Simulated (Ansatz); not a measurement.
Gas-phase electronic energies from Ansatz, PBE0-D4/def2-TZVP geometries. CBS: MP2 limit from def2 TZ/QZ plus the TZ coupled-cluster correction, frozen cores. Functionals use def2-TZVPP. def2 core potentials past Kr. For I, In outer-core shells are correlated without core-valence functions, which leaves a few kJ/mol of doubt a bond. One conformer a species, not always the lowest.

Consider the ligand exchange at the In–C bond: `CCC[CH](Cl)[InH2]` + HI → `[InH2][I]` + `CCCCCl`.

`CCC[CH](Cl)[InH2]`:

```xyz
16

C     1.511   -0.669    0.465
C     1.313    0.638   -0.288
C    -0.032    0.776   -0.996
C    -1.196    0.734   -0.034
Cl   -2.752    1.076   -0.918
In   -1.764   -1.185    0.819
H     0.900   -0.718    1.375
H     2.546   -0.783    0.796
H     1.271   -1.532   -0.163
H     2.100    0.733   -1.043
H     1.451    1.480    0.399
H    -0.138   -0.021   -1.741
H    -0.045    1.722   -1.550
H    -1.120    1.532    0.705
H    -1.693   -2.524   -0.260
H    -2.353   -1.258    2.435
```

HI:

Z-matrix (Å, degrees):
```
I
H 1 1.610
```

`[InH2][I]`:

```xyz
4

In   -0.062   -0.203    0.243
I     0.454    1.478   -1.770
H     1.303   -0.578    1.198
H    -1.696   -0.697    0.329
```

`CCCCCl`:

Cartesian coordinates in Å:
```
C -0.446 1.406 1.290
C 0.362 0.619 0.274
C -0.411 -0.556 -0.299
C 0.348 -1.360 -1.328
Cl 1.769 -2.191 -0.624
H -1.361 1.808 0.846
H -0.739 0.775 2.134
H 0.126 2.247 1.690
H 1.283 0.251 0.736
H 0.672 1.279 -0.546
H -0.737 -1.221 0.508
H -1.323 -0.190 -0.788
H 0.731 -0.727 -2.129
H -0.272 -2.142 -1.763
```

Is it downhill or uphill in electronic energy at CCSD(T)/CBS, and by how much? (Best estimate.)

The calculation gave: Downhill: ΔE = -178.1 kJ/mol.

What do these levels give: PBE0-D4, ωB97M-V, PBE, revPBE, CCSD/def2-SVP, HF/CBS(def2)? (Best estimate.)

Computed: PBE0-D4 -187.4, ωB97M-V -181.7, PBE -185.7, revPBE -191.4, CCSD/def2-SVP -189.8, HF/CBS(def2) -226.6 kJ/mol.

What do rigid-rotor, harmonic-oscillator terms from PBE0-D4/def2-TZVP frequencies (298.15 K, 1 bar) make of the CCSD(T)/CBS value? (An estimate is asked.)

The calculation gave: ΔZPE = +17.0 kJ/mol, ΔH = -164.4 kJ/mol, ΔS = 12 J/(mol·K), ΔG = -167.8 kJ/mol. Modes under 50 cm⁻¹ make the entropy rough.

Largest T1 diagnostic among the species: 0.012.

The D4 term adds +13.5 kJ/mol with B3LYP and +7.5 kJ/mol with PBE0; it sums over pairs of atoms, weighted by their polarisabilities, and B3LYP, whose exchange is more repulsive, gets the larger term. From PBE to PBE0 (25 % exact exchange), in def2-TZVPP and without D4, ΔE moves by −9.1 kJ/mol. Leaving LDA and LC-ωPBE aside and taking each functional with its dispersion term where it has one, the values, not all of them listed here, spread over 23.3 kJ/mol, from BHLYP-D4 to revPBE-D4. LDA lies +15.2 kJ/mol from PBE without D4.

B3LYP here is the variant with VWN-RPA as its local correlation; programs differ in this.
